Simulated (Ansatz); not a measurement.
Job for Ansatz (a quantum-chemistry and plane-wave program): R-wB97M-V/def2-TZVPP on C3H4O2 (SMILES C=CC(=O)O), a point of a torsion scan.

Ansatz 0.2 input:
```yaml
crystal:
  periodic: [false, false, false]
  atoms:
    - {symbol: C, position_ang: [-1.36875566, -0.38815234, -0.27463625]}
    - {symbol: C, position_ang: [-0.55325000, 0.42229907, 0.38358389]}
    - {symbol: C, position_ang: [0.91778729, 0.35099316, 0.27810110]}
    - {symbol: O, position_ang: [1.66334415, 1.25136690, 0.57113237]}
    - {symbol: O, position_ang: [1.36497025, -0.81879126, -0.20434206]}
    - {symbol: H, position_ang: [-0.98645436, -1.17948263, -0.89738619]}
    - {symbol: H, position_ang: [-2.43917592, -0.28998570, -0.20882883]}
    - {symbol: H, position_ang: [-0.91354598, 1.23784479, 0.99349248]}
    - {symbol: H, position_ang: [2.33242533, -0.79843366, -0.26821024]}
basis:
  gaussian:
    orbitals: def2-TZVPP
hamiltonian:
  xc: {name: wB97M-V}
scf: {lower_state_search: off}
```

It printed:

```
WARN ansatz: RAYON_NUM_THREADS=1 ignored (pool sized by the plan → 1); use --threads N
Functional definition: wB97M-V
these checks for a lower state are left out or cut short: stability, starts, cluster_reference, orbital_swaps, neighbouring_geometries, increment
integrals: 0.14 GiB planned
1078 factors; their error is unknown
integrals: 0.18 GiB planned
255 factors; integrals over basis functions are off by at most 8.5e-6 eV
mean field: 1.26 GiB planned
mean field evaluation 1: about -7264.9155 eV, gradient 5.7e1 eV
mean field evaluation 2: about -7265.6175 eV, gradient 5.7e1 eV
mean field evaluation 4: about -7270.5231 eV, gradient 3.0e0 eV
mean field evaluation 8: about -7270.5455 eV, gradient 6.9e-2 eV
mean field evaluation 16: about -7270.5426 eV, gradient 1.0e-4 eV
mean field -7270.54260273 eV, -267.1875124994 hartree, gradient 8.2e-6 eV, S^2 0.000000; 0 other end points of the search recorded, 0 dependent functions left out
reference -7270.54264304 eV, -267.1875139810 hartree; 19, 19 occupied and 192, 192 virtual orbitals, 1078 factors
Total energy: -7270.54264304 eV, -267.1875139810 hartree
Checks for a lower state left out: stability, starts, cluster_reference, orbital_swaps, neighbouring_geometries, increment
```

The calculation finished and met its thresholds.

Cost: about 9 core-seconds (a rough figure).
